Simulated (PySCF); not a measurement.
# Property card for `CNBN` (CH7BN2)

Species: CH7BN2.
Geometry (PBE0-D3(BJ)/def2-SVP, Å), atoms numbered from 1 in this order:
```xyz
11
CH7BN2 angstrom
C     -1.7332    0.1797   -0.1303
N     -0.3392    0.0518   -0.4513
B      0.7116   -0.1651    0.4667
N      2.0657   -0.2743    0.0778
H     -1.8670    0.0770    0.9558
H     -2.1500    1.1617   -0.4212
H     -2.3554   -0.5965   -0.6129
H     -0.1313    0.1350   -1.4397
H      0.4372   -0.2621    1.6451
H      2.8009   -0.4325    0.7495
H      2.3954   -0.2082   -0.8753
```

Structural features include: three-coordinate boron.

**PBE0-D3(BJ)/def2-SVP geometry optimisation, gas phase (PySCF)**

```
Point group                  : Cs
Rotational constants A, B, C : 37.526, 3.779, 3.509 GHz
```

CAM-B3LYP/def2-SVPD ground state, ΔSCF and vertical TDDFT (core frozen in the response) (PySCF):

```
Dipole moment                                                     : 1.39 D
HOMO energy                                                       : -7.91 eV
LUMO energy                                                       : 1.16 eV
HOMO–LUMO gap                                                     : 9.07 eV
Lowest singlet excitation                                         : 5.96 eV (208 nm, f = 0.003)
Strongest line among the 10 lowest singlet transitions            : S4 at 7.33 eV (169 nm, f = 0.214)
Lowest triplet excitation (Tamm–Dancoff)                          : 5.78 eV
Static isotropic polarisability                                   : 46.6 au
Vertical ionisation energy                                        : 8.80 eV
Electronic spatial extent ⟨r²⟩ about the centre of nuclear charge : 381 bohr²
```

PBE0/pcSseg-1 ground state and GIAO shieldings, non-relativistic (PySCF):

```
Lowest Hirshfeld atomic charge                              : -0.27 e on N4
Highest Hirshfeld atomic charge                             : +0.12 e on B3/H8/H10/H11
13C chemical shifts (computed TMS as zero) by class         : 34.7 (C1) ppm
1H chemical shifts (computed TMS as zero) by class          : 4.10 (H9), 2.79 (H5/H6/H7), 1.93 (H10/H11), 1.64 (H8) ppm
Isotropic shieldings of nuclei other than C and H, by class : 76 (B3), 188 (N2), 201 (N4) ppm
Mayer bond orders between heavy atoms                       : C1–N2 0.98, N2–B3 1.21, B3–N4 1.24
```

From B3LYP/pcJ-1 indirect spin-spin coupling, non-relativistic, gas phase; spin–dipole term left out for some pairs (PySCF):

```
Largest of the computed one-bond spin–spin couplings (means over like bonds) : 11B–1H +139.1 (B3–H9), 13C–1H +138.9 (C1–H5 and 2 like it), 15N–1H -86.6 (N4–H10 and 1 like it), 15N–1H -81.0 (N2–H8), 15N–11B -34.8 (N2–B3), 15N–11B -33.5 (N4–B3), 15N–13C -14.2 (N2–C1) Hz
```

**delta-SCF UKS SCAN, pcX-2 on the ionised atom, pcseg-1 elsewhere, spin-free X2C (PySCF)**

```
Core binding energies : B1s 195.3 (B3), C1s 291.5 (C1), N1s 404.5 (N2), N1s 404.6 (N4) eV
```

Monoisotopic mass (most abundant isotopes): 58.0702 u.

The ΔSCF ionisation energy exceeds −ε(HOMO) by 0.89 eV with CAM-B3LYP. The polarisability is 6.91 Å³ as a volume (1 au = 0.148185 Å³), or 1.46 au for each of the 32 electrons. The largest Löwdin shares of the HOMO are 0.42 on N2, 0.27 on N4, 0.09 on C1 and 0.07 on B3. In atomic units the dipole is 0.55 e·bohr (1 au = 2.5417 D). No computed singlet falls in the visible range (750 to 380 nm, 1.65 to 3.26 eV); S1 lies 2.70 eV above its blue end. With B = h/(8π²I), that is 505.379 GHz u Å² over I, the principal moments of inertia are 13.5, 133.7 and 144.0 u Å² (most abundant isotopes). The vertical singlet–triplet gap S1 − T1 is 0.18 eV (TDDFT singlet less Tamm–Dancoff triplet; S1: HOMO→LUMO, weight 0.87; T1: HOMO→LUMO, weight 0.82).

One conformer (not necessarily the lowest) at the PBE0-D3(BJ)/def2-SVP geometry, without solvent or vibrations. NMR classes are plain means over equivalent atoms (diastereotopic ones count apart unless rotation or inversion swaps them), as if these changed places fast; in this geometry the members of some classes differ.
